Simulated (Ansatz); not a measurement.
Molecule: SnH2, net charge 1, doublet state. SMILES of the parent species: [SnH2]

Atoms: Sn1, H2, H3. Bonds: Sn1-H2, Sn1-H3.

Bond lengths (Å) and angles (degrees) optimised at PBE/6-31G* with LANL2DZ past Ar with Ansatz (a program for electronic structure); B3LYP/6-31G* with LANL2DZ past Ar with Ansatz; MP2/6-31G* with LANL2DZ past Ar with Ansatz, each started from the B3LYP-D3(BJ)/def2-TZVP structure (Ansatz) of the last column. A row stands for all coordinates that are equal there. 6-31G* holds six Cartesian d functions. No wavenumbers were computed at PBE/6-31G* with LANL2DZ past Ar, MP2/6-31G* with LANL2DZ past Ar, so these may be saddle points.

| coordinate | PBE/6-31G* with LANL2DZ past Ar | B3LYP/6-31G* with LANL2DZ past Ar | MP2/6-31G* with LANL2DZ past Ar | B3LYP-D3(BJ)/def2-TZVP |
|---|---|---|---|---|
| Sn1-H2 | 1.756 | 1.735 | 1.722 | 1.738 |
| H2-Sn1-H3 | 117.9 | 117.9 | 118.6 | 119.5 |

Mean signed difference of all 2 bond lengths from B3LYP-D3(BJ)/def2-TZVP: PBE/6-31G* with LANL2DZ past Ar 0.018 Å, B3LYP/6-31G* with LANL2DZ past Ar -0.003 Å, MP2/6-31G* with LANL2DZ past Ar -0.016 Å.
